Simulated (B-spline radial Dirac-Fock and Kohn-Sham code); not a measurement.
K-line shifts caused by a second vacancy in N³⁻

System: the N³⁻ ion, configuration 1s2 2s2 2p6, inside a Watson sphere of charge +3 and radius 1.241 Å (a model of the Madelung potential; inside it an electron's potential energy is lowered by 34.8 eV).

Input of the calculation (task.json; shells as n, l, electrons):

```json
{"items": [{
  "Z": 7,
  "q": -3,
  "cfg": [[1, 0, 2], [2, 0, 2], [2, 1, 6]],
  "A": 14,
  "rrms": 2.5582,
  "watson": [3, 1.241],
  "do": ["binding", "quiet", "double"]
}]}
```

Launch: `python xray_run.py task.json out`

Calculated with a radial finite-basis atomic code, using Dirac-Fock (average of configuration) total-energy differences with a finite nucleus, the Breit interaction including its frequency dependence, and self-energy and vacuum-polarisation corrections. Each two-hole energy is an average over J within one jj subconfiguration, not an observable level; in light atoms, where LS coupling holds, the j-resolved values are not observed lines, and for a K spectator the Kα1 hypersatellite is nearly forbidden. Correlation energy is missing from these numbers.

Lines without a spectator: Kα2 (K-L2) 392.7 eV, Kα1 (K-L3) 392.7 eV. Shifts in eV with one spectator hole (a dash: not computed, or left out as unreliable):

```
spectator hole    Kα2    Kα1
    L2 (2p1/2)  +0.52  +1.27
    L3 (2p3/2)  +1.26  +1.01
```

Question: Where does the K-L3 hypersatellite lie, emitted when both K electrons are missing?

Answer: +65.8 eV from the normal line, at 458.4 eV. Removing both K electrons costs 880.3 eV, which is 77.12 eV more than twice the K binding energy. In light atoms the observed hypersatellite is the ¹S₀ → ¹P₁ component, which lies below this average, and the triplet component is nearly forbidden.

With n spectator holes in 2p, averaged over the 2p shell (energies in eV):

```csv
n,KαLⁿ,step,hypersatellite KαʰLⁿ
0,392.7,–,458.4
1,393.8,+1.1,460.6
2,396.0,+2.2,464.1
3,399.4,+3.5,469.0
4,404.4,+5.0,475.4
5,410.9,+6.5,483.4
```
